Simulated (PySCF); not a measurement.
rhodium atom (Rh), quartet (all electrons, no relativity); B3LYP/3-21G in PySCF.

Here is a job for PySCF.
```python
from pyscf import gto, scf, dft

mol = gto.M(
    atom='''
Rh    0.00000000    0.00000000    0.00000000
''',
    basis='3-21g',
    spin=3,
    verbose=4,
)

mf = dft.UKS(mol)
mf.xc = 'b3lyp'
mf.kernel()
```

Task: Write the output that PySCF gives for this input, abridged.

Result: 
```
PySCF version 2.14.0

[INPUT] verbose = 4
[INPUT] num. atoms = 1
[INPUT] num. electrons = 45
[INPUT] charge = 0
[INPUT] spin (= nelec alpha-beta = 2S) = 3
[INPUT] symmetry False subgroup None
[INPUT] Mole.unit = angstrom
[INPUT] Symbol           X                Y                Z      unit          X                Y                Z       unit  Magmom
[...]
nuclear repulsion = 0
number of shells = 14
number of NR pGTOs = 81
number of NR cGTOs = 36
basis = 3-21g
ecp = {}

******** <class 'pyscf.dft.uks.UKS'> ********
method = UKS
initial guess = minao
damping factor = 0
level_shift factor = 0
DIIS = <class 'pyscf.scf.diis.CDIIS'>
diis_start_cycle = 1
diis_space = 8
diis_damp = 0
SCF conv_tol = 1e-09
SCF conv_tol_grad = None
SCF max_cycles = 50
direct_scf = True
direct_scf_tol = 1e-13
number electrons alpha = 24  beta = 21
XC library pyscf.dft.libxc version 7.1.2
    S. Lehtola, C. Steigemann, M. J. T. Oliveira, and M. A. L. Marques,  SoftwareX 7, 1–5 (2018)
XC functionals = b3lyp
    P. J. Stephens, F. J. Devlin, C. F. Chabalowski, and M. J. Frisch,  J. Phys. Chem. 98, 11623 (1994)
radial grids:
    Treutler-Ahlrichs [JCP 102, 346 (1995); DOI:10.1063/1.469408] (M4) radial grids

becke partition: Becke, JCP 88, 2547 (1988); DOI:10.1063/1.454033
pruning grids: <function nwchem_prune>
grids dens level: 3
symmetrized grids: False
atomic radii adjust function: <function treutler_atomic_radii_adjust>
small_rho_cutoff = 0
Set gradient conv threshold to 3.16228e-05
tot grids = 22176
init E= -4658.32563641819

cycle= 1 E= -4666.11212503056  delta_E= -7.79  |g|= 0.339  |ddm|= 1.31

cycle= 2 E= -4666.12827550548  delta_E= -0.0162  |g|= 0.306  |ddm|= 0.757
cycle= 3 E= -4666.16345606136  delta_E= -0.0352  |g|= 0.0136  |ddm|= 0.28
cycle= 4 E= -4666.16488558822  delta_E= -0.00143  |g|= 0.0101  |ddm|= 0.0847
cycle= 5 E= -4666.16686797391  delta_E= -0.00198  |g|= 0.00541  |ddm|= 0.171
cycle= 6 E= -4666.16740206094  delta_E= -0.000534  |g|= 0.00192  |ddm|= 0.101
cycle= 7 E= -4666.16746966845  delta_E= -6.76e-05  |g|= 0.00052  |ddm|= 0.0457
cycle= 8 E= -4666.16747258974  delta_E= -2.92e-06  |g|= 0.000345  |ddm|= 0.00806
cycle= 9 E= -4666.16747318606  delta_E= -5.96e-07  |g|= 0.000221  |ddm|= 0.00198
cycle= 10 E= -4666.16747369263  delta_E= -5.07e-07  |g|= 4.68e-05  |ddm|= 0.00351
cycle= 11 E= -4666.16747372674  delta_E= -3.41e-08  |g|= 1.72e-05  |ddm|= 0.00089
cycle= 12 E= -4666.16747373192  delta_E= -5.18e-09  |g|= 1.67e-05  |ddm|= 0.000188
[...]
cycle= 22 E= -4666.16747202121  delta_E= 2.32e-08  |g|= 0.000105  |ddm|= 0.00141
cycle= 23 E= -4666.16747186844  delta_E= 1.53e-07  |g|= 0.000113  |ddm|= 0.00923
cycle= 24 E= -4666.16747187812  delta_E= -9.68e-09  |g|= 0.000109  |ddm|= 0.000474
cycle= 25 E= -4666.16747171657  delta_E= 1.62e-07  |g|= 0.000107  |ddm|= 0.0111
cycle= 26 E= -4666.16747118317  delta_E= 5.33e-07  |g|= 0.000106  |ddm|= 0.0464
cycle= 27 E= -4666.16747145926  delta_E= -2.76e-07  |g|= 2.23e-05  |ddm|= 0.0239
cycle= 28 E= -4666.16747104053  delta_E= 4.19e-07  |g|= 0.000112  |ddm|= 0.04
cycle= 29 E= -4666.16747105605  delta_E= -1.55e-08  |g|= 0.000108  |ddm|= 0.00177
cycle= 30 E= -4666.16747118796  delta_E= -1.32e-07  |g|= 5.84e-05  |ddm|= 0.0125
cycle= 31 E= -4666.16747118487  delta_E= 3.09e-09  |g|= 2.38e-05  |ddm|= 0.00132
cycle= 32 E= -4666.16747104893  delta_E= 1.36e-07  |g|= 1.14e-05  |ddm|= 0.0165
cycle= 33 E= -4666.16747081152  delta_E= 2.37e-07  |g|= 5.89e-05  |ddm|= 0.0352
cycle= 34 E= -4666.1674709049  delta_E= -9.34e-08  |g|= 2.66e-05  |ddm|= 0.0147
cycle= 35 E= -4666.16747087144  delta_E= 3.35e-08  |g|= 3.69e-05  |ddm|= 0.00513
cycle= 36 E= -4666.16747085498  delta_E= 1.65e-08  |g|= 4.34e-05  |ddm|= 0.00255
cycle= 37 E= -4666.16747086478  delta_E= -9.81e-09  |g|= 4.33e-05  |ddm|= 0.00171
cycle= 38 E= -4666.16747088436  delta_E= -1.96e-08  |g|= 2.55e-05  |ddm|= 0.00261
cycle= 39 E= -4666.16747087485  delta_E= 9.51e-09  |g|= 7.85e-06  |ddm|= 0.00203
cycle= 40 E= -4666.16747079965  delta_E= 7.52e-08  |g|= 6.01e-06  |ddm|= 0.014
cycle= 41 E= -4666.16747076459  delta_E= 3.51e-08  |g|= 5.73e-06  |ddm|= 0.00742
cycle= 42 E= -4666.16747071622  delta_E= 4.84e-08  |g|= 4.95e-06  |ddm|= 0.0118
cycle= 43 E= -4666.16747067605  delta_E= 4.02e-08  |g|= 1.16e-05  |ddm|= 0.0112
cycle= 44 E= -4666.16747067749  delta_E= -1.44e-09  |g|= 1.05e-05  |ddm|= 0.000405
cycle= 45 E= -4666.1674706842  delta_E= -6.71e-09  |g|= 4.9e-06  |ddm|= 0.00178
cycle= 46 E= -4666.16747067091  delta_E= 1.33e-08  |g|= 4.44e-06  |ddm|= 0.00449
cycle= 47 E= -4666.16747065258  delta_E= 1.83e-08  |g|= 6.2e-06  |ddm|= 0.00753
cycle= 48 E= -4666.16747064028  delta_E= 1.23e-08  |g|= 4.6e-06  |ddm|= 0.00518
cycle= 49 E= -4666.16747063486  delta_E= 5.42e-09  |g|= 4.33e-06  |ddm|= 0.00291
cycle= 50 E= -4666.16747062028  delta_E= 1.46e-08  |g|= 5.31e-06  |ddm|= 0.00837
SCF not converged.
SCF energy = -4666.16747062028 after 50 cycles  <S^2> = 3.7500088  2S+1 = 4.0000044
```

Convergence was not reached.
